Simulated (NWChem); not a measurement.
System: C4H5Si, doublet; SMILES [SiH2]1C=C[C]=C1

```xyz
10

C      0.8751     1.2222     0.0000
C      1.4375     0.0192     0.0000
Si    -0.0678    -1.1291     0.0000
C     -1.3055     0.2904     0.0000
C     -0.5816     1.4328     0.0000
H      2.4997    -0.1995     0.0000
H     -0.1626    -1.9961     1.2075
H     -0.1626    -1.9961    -1.2075
H     -2.3917     0.2862     0.0000
H     -0.9992     2.4374     0.0000
```
Atoms are numbered in this order, from 1.

Results from NWChem. Spin-unrestricted. In the optimisation the excess spin sits in a' (Cs, its own frame). The geometry was optimised at B3LYP/6-31G* (spherical d), spin-unrestricted. No stability test was run on the SCF state. Fermi-contact couplings, non-relativistic, static geometry.

Q: Estimate the computed values for TPSSh/pcJ-1. Quantities: A(iso) 13C atom 1 (MHz); A(iso) 13C atom 2 (MHz); A(iso) 29Si atom 3 (MHz); A(iso) 13C atom 4 (MHz); A(iso) 13C atom 5 (MHz); A(iso) 1H atom 6 (MHz); <S²>.

A: 
```json
{
 "A(iso) 13C atom 1 (MHz)": "340",
 "A(iso) 13C atom 2 (MHz)": "-15.4",
 "A(iso) 29Si atom 3 (MHz)": "-114",
 "A(iso) 13C atom 4 (MHz)": "45.3",
 "A(iso) 13C atom 5 (MHz)": "44.3",
 "A(iso) 1H atom 6 (MHz)": "76.8",
 "<S²>": "0.764"
}
```
